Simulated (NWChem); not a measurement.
# C$_{3}$H$_{4}$O$_{2}$; SMILES O1COC=C1

```xyz
9

C     -0.9817    -0.0267    -0.6652
C     -0.9817    -0.0267     0.6652
O      0.3139     0.0943     1.1507
C      1.1371    -0.0959     0.0000
O      0.3139     0.0943    -1.1507
H     -1.7750    -0.0629    -1.3948
H     -1.7750    -0.0629     1.3948
H      1.9483     0.6374     0.0000
H      1.5373    -1.1248     0.0000
```
Atoms are numbered in this order, from 1.

All runs: NWChem. Coordinates come from a B3LYP/6-31G* (spherical d) optimisation. Ions are spin-unrestricted doublets at the neutral geometry; other ion states weren't tried. Functional: LC-ωPBE (HJS hole) with def2-SVP; the question gives the range parameter ω in 1/bohr.

What does the run give for range parameter (1/bohr) 0.60? Quantities: vertical ionisation energy, ΔSCF (eV); −ε(HOMO) (eV).

vertical ionisation energy, ΔSCF (eV): 8.68
−ε(HOMO) (eV): 9.18
